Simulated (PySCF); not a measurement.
## Radial density of Mn+ (manganese, charge +1)

M06-2X, [Ar] 3d4 4s1 4p1, one real determinant (an excited configuration). All numbers are calculated (PySCF 2.14, no relativity, point nucleus, in aug-cc-pwCVTZ (10s9p7d4f3g, 127 functions)).

| r (bohr) | 4πr²ρ (e/bohr) | 4πr²(ρα − ρβ) |
| --- | --- | --- |
| 0.00108 | 0.1475 | 0.0001 |
| 0.00182 | 0.4021 | 0.0002 |
| 0.00306 | 1.069 | 0.0006 |
| 0.00515 | 2.725 | 0.0014 |
| 0.00867 | 6.469 | 0.0032 |
| 0.0146 | 13.64 | 0.0065 |
| 0.0245 | 23.60 | 0.0101 |
| 0.0413 | 29.85 | 0.0094 |
| 0.0694 | 25.59 | 0.0067 |
| 0.117 | 24.72 | 0.0500 |
| 0.196 | 33.14 | 0.2935 |
| 0.330 | 18.81 | 1.3089 |
| 0.555 | 12.63 | 3.4537 |
| 0.934 | 12.25 | 3.3479 |
| 1.57 | 2.963 | 1.5732 |
| 2.64 | 0.9990 | 0.9773 |
| 4.45 | 0.2019 | 0.2019 |
| 7.48 | 0.003951 | 0.0039 |

⟨L²⟩ = 8.01 against 12 for a pure F term, so this real determinant mixes terms.
